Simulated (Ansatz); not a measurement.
`Cl[SiH]1[SiH2]S1` and `C[SiH]1[SiH2]S1` differ in one atom or group.

Ansatz, PBE0-D4/def2-TZVP geometries, multiplicity 1. 

```tsv
property	`Cl[SiH]1[SiH2]S1`
LUMO energy (PBE0/def2-TZVPP) / eV	-0.79
HOMO energy (PBE0/def2-TZVPP) / eV	-7.39
HOMO energy (B3LYP/def2-TZVPP) / eV	-7.17
LUMO energy (B3LYP/def2-TZVPP) / eV	-0.98
ideal-gas entropy at 298 K and 1 bar (rigid rotor, harmonic PBE0-D4/def2-TZVP) / J/(mol·K)	329
HOMO–LUMO gap (PBE0/def2-TZVPP) / eV	6.60
```

Task: What does the change do to each property? (An estimate is asked.)

Result: Ansatz gave: 
```
                                                                                  property  `C[SiH]1[SiH2]S1`  shift
                                                        LUMO energy (PBE0/def2-TZVPP) / eV              -0.17   0.62
                                                        HOMO energy (PBE0/def2-TZVPP) / eV              -7.04   0.35
                                                       HOMO energy (B3LYP/def2-TZVPP) / eV              -6.83   0.34
                                                       LUMO energy (B3LYP/def2-TZVPP) / eV              -0.37   0.61
ideal-gas entropy at 298 K and 1 bar (rigid rotor, harmonic PBE0-D4/def2-TZVP) / J/(mol·K)                335      6
                                                      HOMO–LUMO gap (PBE0/def2-TZVPP) / eV               6.86   0.26
```

With PBE0 the HOMO rises by 0.35 eV and the LUMO rises by 0.62 eV, so the gap widens by about 0.27 eV. PBE moves the HOMO by 0.32 eV and ωB97M-V by 0.34 eV. The zero-point energy changes by 91.7 kJ/mol with +9 modes.

B3LYP here is the variant with VWN-RPA as its local correlation; programs differ in this.
